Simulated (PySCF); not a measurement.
## LaO(OH) at several levels of theory

Computed with PySCF 2.14.0 (density fitting, no spin-orbit coupling) at the geometry relaxed with PBE0:

```xyz
4
LaO(OH) (singlet)
La    0.0002   -0.0384   -0.5002
O     1.2937    0.0285    0.9541
O    -2.0244    0.0221    0.3458
H    -2.4202    0.0762    1.2203
```

```
 level                                              basis    state  HOMO (eV)  gap (eV)  charge on La1 (e)  population of f-type functions on La1 (core shells left out)  dipole about the centre of mass (D)  largest force component (eV/Å)
  PBE0     La def2-SVP with ECP46, O def2-SVP, H def2-SVP  singlet      -6.08      4.41               0.79                                                          0.18                                 6.14                            0.01
revPBE                                           the same  singlet      -4.72      2.53               0.65                                                          0.17                                 5.59                            0.89
  PBE0  La def2-TZVP with ECP46, O def2-TZVP, H def2-TZVP  singlet      -6.17      4.45               1.11                                                          0.16                                 6.45                            0.36
```

Charges are Mulliken's, which hang on the basis. The relaxation used the grid (50, 194), these runs (75, 302) or, all-electron (x2c bases, spin-free X2C Hamiltonian), (99, 590).

What does TPSS with La def2-SVP with ECP46, O def2-SVP, H def2-SVP give here?

state singlet, HOMO (eV) -4.74, gap (eV) 2.69, charge on La1 (e) 0.72, population of f-type functions on La1 (core shells left out) 0.17, dipole about the centre of mass (D) 5.77, largest force component (eV/Å) 0.81. Time: 3.5 s on 2 threads of AMD EPYC 7R43 64-Core Processor (Zen 3) (shared host), from an already converged density.

In the first row's basis the gap widens with exact exchange: 2.5 to 2.7 eV for revPBE, TPSS (none); 4.4 eV for PBE0 (a fixed share).
